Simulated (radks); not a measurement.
Results of a calculation; reference values are marked as such.
Removal energies from the aluminium ion Al6+, [He] 2s2 2p(1/2: 2, 3/2: 1), by Delta-SCF beside the eigenvalue of the level emptied. Code: a radial shooting solver on a logarithmic mesh with Libxc functionals. Model: Dirac Kohn-Sham, BLYP, spin-unpolarised, spherical densities, finite nucleus; Fermi nuclear charge, rms radius of each element as measured or else 0.836 A^(1/3) + 0.57 fm. Sub-shells are occupied by j as written (lower j first in brackets).

| removed from | final configuration | Delta-SCF (eV) | -eigenvalue (eV) |
|---|---|---|---|
| 2p3/2 | [He] 2s2 2p(1/2: 2, 3/2: 0) | 237.80 | 216.48 |
| 2p1/2 | [He] 2s2 2p(1/2: 1, 3/2: 1) | 238.45 | 217.08 |
| 2s1/2 | [He] 2s1 2p(1/2: 2, 3/2: 1) | 270.09 | 250.87 |
| 1s1/2 | 1s1 2s2 2p(1/2: 2, 3/2: 1) | 1777.5 | 1693.7 |
